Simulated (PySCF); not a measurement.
# How the method changes the constants of InF⁺

State: ²Σ⁺ (doublet), unpaired electrons σ ↑. Set-up: basis In cc-pVDZ-PP with ECP28, F cc-pVDZ; scalar-relativistic core potentials; PySCF 2.14. De refers to In⁺ + F in their high-spin ground configurations, without counterpoise correction. The functionals are run spin-unrestricted. A positive dipole points towards F; it is taken about the centre of mass and depends on that origin. Levels whose curve was spin-contaminated or gave no clean fit are not listed.

```
    Level  Re (Å)  ωe (cm⁻¹)  De (eV)  μ (D)  CPU s a point (SCF and correlation, without the integrals)
      PBE   1.982        521     1.41  -3.29                                                        0.39
     BLYP   1.999        496     1.25  -3.19                                                        0.29
   r²SCAN   1.952        560     1.29  -3.53                                                        0.58
    M06-L   1.983        508     1.11  -3.60                                                        0.55
     PBE0   1.957        538     1.02  -3.67                                                        0.57
BHandHLYP   1.951        516     0.57  -3.90                                                        0.33
  LC-ωPBE   1.922        624     1.29  -3.92                                                        0.53
```

Task: What does a quarter of exact exchange do here, going from PBE to PBE0?

Result: PBE0 less PBE: -2.5 pm in Re, +3.3 % in ωe, -0.39 eV in De. Exact exchange removes part of the self-interaction that spreads semilocal densities, and in most molecules shortens and stiffens the bond and lowers De; so it does here.

Task: What does the step from GGA to meta-GGA do here, going from PBE to r²SCAN?

Result: r²SCAN less PBE: -3.0 pm in Re, +7.5 % in ωe, -0.12 eV in De. 

Spin–orbit coupling is left out, which matters for elements this heavy, above all for dissociation energies. For an ion De counts to the pair picked by the measured ionisation energies or electron affinities, which need not be the lowest pair at this level. The state was picked by a PBE0 search and need not be the measured ground state.

The whole job (state search and all levels along the bond) took about 1.3 min on 1 thread of Arm Neoverse V2 (shared host), peak memory 0.42 GiB.
